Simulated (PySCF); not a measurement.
C5H8O, SMILES O=C1CCCC1.

The structure is a stationary point at B3LYP-D3(BJ)/def2-SVP. The values are those of a single conformer.

The numbers are results of HF/def2-TZVP (PySCF), not measurements.

Gas-phase values at a fixed geometry.

| Quantity | Value |
|---|---|
| total energy | -268.96412 hartree |
| point group | C2 |
| highest occupied level | -10.74 eV |
| lowest empty level | 3.40 eV |
| orbital gap | 14.13 eV |
| dipole moment | 3.57 D |
| quadrupole, principal values (traceless, Buckingham form, about the centre of nuclear charge) | -10.91, 5.16, 5.74 D·Å |
| mean static polarisability | 55.5 bohr³ (8.22 Å³) |
| polarisability, principal values | 47.4, 56.8, 62.2 bohr³ |
